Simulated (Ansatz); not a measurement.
# Ligand exchange: C3H6O + GaH(CH3)(NH2) → C3H7NO + GaH2(CH3)

Species: C3H6O (propylene oxide) `CC1CO1`, singlet; GaH(CH3)(NH2), singlet; C3H7NO `NCC1CO1`, singlet; GaH2(CH3), singlet. The partners trade H for NH2: C–H and Ga–NH2 bonds give way to C–NH2 and Ga–H.

Shapes, held fixed at every level: PBE0-D4/def2-TZVP. Flexible molecules stand in one conformer, not always the lowest. Programs: Ansatz 0.2.0. Electronic energies: no zero-point or thermal term.

```json
{"level": "HF/def2-TZVPP", "kind": "Hartree–Fock", "ΔE (kJ/mol)": "+126.2", "less CCSD(T)/def2-TZVPP": "-8.7", "CPU time (sum over the molecules)": "–"}
{"level": "r2SCAN-D4/def2-TZVPP", "kind": "meta-GGA", "ΔE (kJ/mol)": "+135.1", "less CCSD(T)/def2-TZVPP": "+0.2", "CPU time (sum over the molecules)": "1.9 min"}
{"level": "B3LYP-D4/def2-TZVPP", "kind": "global hybrid", "ΔE (kJ/mol)": "+131.9", "less CCSD(T)/def2-TZVPP": "-3.0", "CPU time (sum over the molecules)": "79 s"}
{"level": "PBE0-D4/def2-TZVPP", "kind": "global hybrid", "ΔE (kJ/mol)": "+127.6", "less CCSD(T)/def2-TZVPP": "-7.3", "CPU time (sum over the molecules)": "61 s"}
{"level": "wB97M-V/def2-TZVPP", "kind": "range-separated hybrid", "ΔE (kJ/mol)": "+129.6", "less CCSD(T)/def2-TZVPP": "-5.3", "CPU time (sum over the molecules)": "2.7 min"}
{"level": "B2PLYP/def2-TZVPP", "kind": "double hybrid", "ΔE (kJ/mol)": "+136.7", "less CCSD(T)/def2-TZVPP": "+1.8", "CPU time (sum over the molecules)": "86 s"}
{"level": "MP2/def2-TZVPP", "kind": "perturbation theory", "ΔE (kJ/mol)": "+141.7", "less CCSD(T)/def2-TZVPP": "+6.8", "CPU time (sum over the molecules)": "–"}
{"level": "CCSD(T)/def2-TZVPP", "kind": "coupled cluster or CI", "ΔE (kJ/mol)": "+134.9", "less CCSD(T)/def2-TZVPP": "0.0", "CPU time (sum over the molecules)": "22 min"}
```

The highest level, CCSD(T)/def2-TZVPP, gives ΔE = +134.9 kJ/mol; the levels span +126.2 to +141.7. The column of differences is taken from that level and isn't an error. No measured value is set beside it here. Relativity is left out for Ga unless named. Correlated rows may include outer-core shells of Ga, which these sets cover unevenly. Times are processor times on shared x86 and Arm servers, and rough.
